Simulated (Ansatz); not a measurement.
# A basis-limit estimate, worked out

An elementary step of HfH3OF3, closed shell (HfHOF₃ ([OH][Hf]([F])([F])[F]) + H₂ → HfHF₃ ([F][HfH]([F])[F]) + H₂O (still joined by a long Hf–O bond); bonds formed: Hf1–H7, O2–H6; bonds broken: H6–H7; bonds weakened to dative contacts: Hf1–O2). “Start” is the structure reached by relaxing down from the saddle towards the reactants; PBE0-D4/def2-TZVP structures. The saddle:

```json
{"atom": "Hf1", "x (Å)": "-0.4132", "y (Å)": "0.6114", "z (Å)": "-0.1129"}
{"atom": "O2", "x (Å)": "0.9255", "y (Å)": "-1.0320", "z (Å)": "-0.4323"}
{"atom": "F3", "x (Å)": "-1.4217", "y (Å)": "0.6591", "z (Å)": "-1.7159"}
{"atom": "F4", "x (Å)": "-1.4890", "y (Å)": "1.4496", "z (Å)": "1.2159"}
{"atom": "F5", "x (Å)": "1.0489", "y (Å)": "1.8300", "z (Å)": "-0.1363"}
{"atom": "H6", "x (Å)": "0.1768", "y (Å)": "-1.3354", "z (Å)": "0.4544"}
{"atom": "H7", "x (Å)": "-0.6979", "y (Å)": "-1.0845", "z (Å)": "1.0016"}
{"atom": "H8", "x (Å)": "1.8707", "y (Å)": "-1.0982", "z (Å)": "-0.2746"}
```

Computed with Ansatz 0.2.0 (basis: def2-TZVPP and def2-QZVPP); correlated methods freeze the cores. Core potentials replace the inner electrons of the atoms past krypton.

Energies in eV:

| quantity | saddle | start |
| --- | --- | --- |
| Hartree–Fock, triple zeta (X = 3) | -11505.65040 | -11507.45111 |
| Hartree–Fock, quadruple zeta (X = 4) | -11506.16311 | -11507.96895 |
| MP2 correlation, X = 3 | -36.98956 | -36.62281 |
| MP2 correlation, X = 4 | -40.89383 | -40.55458 |
| CCSD(T) correlation, X = 3 | -38.17153 | -37.77889 |

**Question.** Work out the barrier at the basis limit: extrapolate Hartree–Fock as E(X) = E∞ + A exp(−7.88 √X) and the MP2 correlation as E(X) = E∞ + B X^−2.97 (the exponents that Neese and Valeev fitted for def2-TZVPP and QZVPP), then add CCSD(T) − MP2 in triple zeta.

**Answer.** Each step is linear, so take the differences first (saddle − start): Hartree–Fock 1.80071 (X = 3) and 1.80584 (X = 4); MP2 correlation -0.36675 and -0.33925; CCSD(T) correlation -0.39264.
Two points give E∞ = E(4) + w [E(4) − E(3)], with w = 1/(exp(7.88 (2 − √3)) − 1) = 0.1377 for Hartree–Fock and w = 1/((4/3)^2.97 − 1) = 0.7407 for the correlation.
Hartree–Fock: 1.80584 + 0.1377 × 0.00513 = 1.8065 eV.
MP2 correlation: -0.33925 + 0.7407 × 0.02750 = -0.3189 eV.
CCSD(T) − MP2: -0.39264 − (-0.36675) = -0.0259 eV.
Sum: 1.8065 + (-0.3189) + (-0.0259) = 1.4617 eV, or 33.71 kcal/mol. Plain CCSD(T) in triple zeta gives 1.4081 eV, so the larger basis shifts the result by 0.0536 eV.

The T1 diagnostic stays at or below 0.017.

Labels in which every atom is bracketed show which atoms are joined, not bond orders.

For scale, one of the runs: CCSD(T)/def2-TZVPP, 222 basis functions, launched by `ansatz run in.yaml --threads 8 --pin off --events-out ev --progress --plain --max-ram 19148MiB`. The run took 25 s on 8 CPU threads of an Intel Xeon 6975P-C (shared host), with 5 GiB of host memory at its peak.
